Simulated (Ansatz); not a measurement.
`[CH3][Al]([F])[GeH3]`. Charge 0, multiplicity 1. The structure was optimised at the PBE0-D4/def2-TZVP level.

```xyz
10

C    -0.649   -1.544   -1.071
Al    0.640   -0.374   -0.215
F     2.244   -0.753   -0.383
Ge    0.192    1.656    1.123
H    -0.532   -2.573   -0.716
H    -0.488   -1.565   -2.154
H    -1.681   -1.236   -0.889
H     0.734    1.525    2.559
H     0.857    2.903    0.510
H    -1.315    1.960    1.237
```

Task: What is the dipole moment at r2SCAN/def2-TZVPP? (An estimate is asked.)

Result: The calculation gave: 1.75 D, with components (-1.61, -0.52, -0.44) D in this frame, pointing from negative to positive charge.

Task: And with PBE, B3LYP, ωB97M-V? (Estimate.)

Result: The calculation gave: PBE 1.73 D, B3LYP 1.76 D, ωB97M-V 1.75 D.

Task: Give the Mulliken charges with r2SCAN, PBE, B3LYP in def2-TZVPP. (Estimate.)

Result: Ansatz gave: 
```
atom  r2SCAN    PBE  B3LYP
  C1   -0.39  -0.43  -0.44
 Al2    0.72   0.58   0.65
  F3   -0.36  -0.32  -0.36
 Ge4   -0.15  -0.12  -0.11
  H5    0.07   0.10   0.10
  H6    0.07   0.10   0.10
  H7    0.08   0.11   0.10
  H8   -0.02  -0.01  -0.01
  H9   -0.02  -0.01  -0.01
 H10   -0.01  -0.01  -0.01
```

B3LYP here is the variant with VWN-RPA as its local correlation; programs differ in this.
